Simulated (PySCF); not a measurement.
PySCF input (M06-2X/6-31G* with LANL2DZ past Ar (5d)):

```python
from pyscf import gto, dft

mol = gto.M(
    atom='''
    Te   -0.01161377   -0.05806005    0.29664959
    F     0.40269439    1.65596319   -0.79263972
    N    -0.25377935   -1.49297415   -1.00422763
    H    -1.24387820   -1.43372680   -1.26242809
    ''',
    basis={'default': '6-31g*', 'Te': 'lanl2dz'},
    ecp={'Te': 'lanl2dz'},
    charge=-1,
    spin=0,
    verbose=4,
)

mf = dft.RKS(mol, xc='m062x')
mf.grids.level = 4
mf.conv_tol = 1e-9
mf.max_cycle = 100
mf.max_memory = 1500
mf.kernel()
if not mf.converged:
    mf = mf.newton()
    mf.kernel(mf.make_rdm1())
mf.dip_moment()
```

Output:

```
PySCF version 2.14.0

[INPUT] verbose = 4
[INPUT] num. atoms = 4
[INPUT] num. electrons = 24
[INPUT] charge = -1
[INPUT] spin (= nelec alpha-beta = 2S) = 0
[INPUT] symmetry False subgroup None
[INPUT] Mole.unit = angstrom
[INPUT] Symbol           X                Y                Z      unit          X                Y                Z       unit  Magmom
[INPUT]  1 Te    -0.011613770000  -0.058060050000   0.296649590000 AA   -0.021946844574  -0.109717593279   0.560586480065 Bohr   0.0
[INPUT]  2 F      0.402694390000   1.655963190000  -0.792639720000 AA    0.760982108999   3.129316901461  -1.497871986252 Bohr   0.0
[INPUT]  3 N     -0.253779350000  -1.492974150000  -1.004227630000 AA   -0.479573467570  -2.821312254555  -1.897715187421 Bohr   0.0
[INPUT]  4 H     -1.243878200000  -1.433726800000  -1.262428090000 AA   -2.350589130317  -2.709350989449  -2.385643342058 Bohr   0.0

nuclear repulsion = 41.7912360895898
number of shells = 18
number of NR pGTOs = 70
number of NR cGTOs = 38
basis = {'default': '6-31g*', 'Te': 'lanl2dz'}
ecp = {'Te': 'lanl2dz'}

******** <class 'pyscf.dft.rks.RKS'> ********
method = RKS
initial guess = minao
damping factor = 0
level_shift factor = 0
DIIS = <class 'pyscf.scf.diis.CDIIS'>
diis_start_cycle = 1
diis_space = 8
diis_damp = 0
SCF conv_tol = 1e-09
SCF conv_tol_grad = None
SCF max_cycles = 100
direct_scf = True
direct_scf_tol = 1e-13
XC library pyscf.dft.libxc version 7.1.2
    S. Lehtola, C. Steigemann, M. J. T. Oliveira, and M. A. L. Marques,  SoftwareX 7, 1–5 (2018)
XC functionals = m062x
    Y. Zhao and D. G. Truhlar,  Theor. Chem. Acc. 120, 215 (2008)
    Y. Zhao and D. G. Truhlar,  Theor. Chem. Acc. 120, 215 (2008)
radial grids:
    Treutler-Ahlrichs [JCP 102, 346 (1995); DOI:10.1063/1.469408] (M4) radial grids

becke partition: Becke, JCP 88, 2547 (1988); DOI:10.1063/1.454033
pruning grids: <function nwchem_prune>
grids dens level: 4
symmetrized grids: False
atomic radii adjust function: <function treutler_atomic_radii_adjust>
small_rho_cutoff = 0
Set gradient conv threshold to 3.16228e-05
Initial guess from minao.
tot grids = 104008
init E= -158.861534741428
  HOMO = -0.0553196406195973  LUMO = 0.0242435309784774  gap/eV = 2.16502
cycle= 1 E= -162.808685699429  delta_E= -3.95  |g|= 1.08  |ddm|= 3.54
  HOMO = 0.0840390816621355  LUMO = 0.233712851753264  gap/eV = 4.07283
cycle= 2 E= -162.421719017216  delta_E= 0.387  |g|= 1.56  |ddm|= 2.51
  HOMO = -0.0353918134555329  LUMO = 0.180269723748609  gap/eV = 5.86845
cycle= 3 E= -163.050603351859  delta_E= -0.629  |g|= 0.477  |ddm|= 1.94
  HOMO = -0.0309714118291939  LUMO = 0.187359741236937  gap/eV = 5.94109
cycle= 4 E= -163.101467520324  delta_E= -0.0509  |g|= 0.0539  |ddm|= 0.415
  HOMO = -0.0278187337992737  LUMO = 0.202823989143445  gap/eV = 6.27611
cycle= 5 E= -163.102144643566  delta_E= -0.000677  |g|= 0.00955  |ddm|= 0.063
  HOMO = -0.0288308211241386  LUMO = 0.20222413421342  gap/eV = 6.28733
cycle= 6 E= -163.10218418016  delta_E= -3.95e-05  |g|= 0.00194  |ddm|= 0.016
  HOMO = -0.028681502531958  LUMO = 0.202249542932396  gap/eV = 6.28395
cycle= 7 E= -163.102189166277  delta_E= -4.99e-06  |g|= 0.00118  |ddm|= 0.00802
  HOMO = -0.0287373618151392  LUMO = 0.202155451683238  gap/eV = 6.28291
cycle= 8 E= -163.10219004939  delta_E= -8.83e-07  |g|= 0.000309  |ddm|= 0.00311
  HOMO = -0.028693723641922  LUMO = 0.202198143367372  gap/eV = 6.28289
cycle= 9 E= -163.102190131758  delta_E= -8.24e-08  |g|= 6.19e-05  |ddm|= 0.00103
  HOMO = -0.0286981648032114  LUMO = 0.202192937477095  gap/eV = 6.28287
cycle= 10 E= -163.10219013853  delta_E= -6.77e-09  |g|= 1.45e-05  |ddm|= 0.000342
  HOMO = -0.028698320980908  LUMO = 0.202192526157761  gap/eV = 6.28286
cycle= 11 E= -163.102190138893  delta_E= -3.63e-10  |g|= 4.57e-06  |ddm|= 7.9e-05
  HOMO = -0.0286981026244799  LUMO = 0.202192976230728  gap/eV = 6.28287
Extra cycle  E= -163.102190138906  delta_E= -1.3e-11  |g|= 4.68e-06  |ddm|= 1.34e-05
converged SCF energy = -163.102190138906

WARN: System has nonzero charge -1; the dipole moment is origin-dependent.
Location of origin: [0. 0. 0.]

Dipole moment(X, Y, Z, Debye): -1.55663,  0.56187,  3.87251
```

The dipole moment of an ion depends on the origin.

The geometry given is a B3LYP-D3(BJ)/def2-TZVP minimum.
